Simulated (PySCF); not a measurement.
A structure optimised at GFN2-xTB (Å):
```
C 
C   1  1.5282
O   2  1.2369  1  118.38
C   2  1.4210  1  117.85  3   179.90
C   4  1.4243  2  123.61  1  -179.80
C   5  1.3708  4  109.43  2  -179.99
C   6  1.4112  5  108.47  4     0.04
C   7  1.3730  6  107.19  5    -0.05
Cl  8  1.7398  4  127.86  2    -0.06
H   1  1.0897  2  109.16  3     0.49
H   1  1.0881  2  110.41  3   120.70
H   1  1.0882  2  110.24  3  -119.60
H   5  1.0758  4  123.33  2     0.14
H   6  1.0794  5  126.63  4  -179.98
H   7  1.0779  6  126.56  5   179.89
```
Z-matrix in Å and degrees, rows numbered from 1.

Charge -1, singlet.

(1) Which heavy atoms are bonded, and with what formal order?

(2) Which species is it?

(3) What is the point group of this geometry?

(4) Which rings does it hold (smallest set)?

(5) Classify the heavy atoms.

(6) What is the arrangement about C8?

(7) What is the arrangement about C4?

Results:

(1) C1–C2 (single); C2–O3 (double); C2–C4 (single); C4–C5 (aromatic); C5–C6 (aromatic); C6–C7 (aromatic); C7–C8 (aromatic); C8–Cl9 (single); C4–C8 (aromatic). Hydrogens: H10, H11, H12 on C1; H13 on C5; H14 on C6; H15 on C7. The orders are those of one drawing; other resonance forms can be drawn.

(2) `CC(=O)c1ccc[c-]1Cl`, [C7H6ClO]-. Among its features: ketone and C–Cl bond.

(3) Cs (tolerance 0.08 Å).

(4) C4–C5–C6–C7–C8 (5 members, 0.00 Å rms from planarity).

(5) C1: methyl carbon next to a carbonyl; C2: ketone carbonyl carbon; O3: ketone oxygen; C4: substituted aromatic carbon; C5: aromatic CH carbon; C6: aromatic CH carbon; C7: aromatic CH carbon; C8: aromatic C–Cl carbon; Cl9: aryl chlorine.

(6) It has 3 neighbours (C7, Cl9, C4) and is planar (angles 127.9°, 121.9° and 110.3°, sum 360.0°, 0.00 Å off the plane of its three neighbours).

(7) It has 3 neighbours (C2, C5, C8) and is planar (angles 131.7°, 123.6° and 104.6°, sum 360.0°, 0.00 Å off the plane of its three neighbours).

These are computed values.
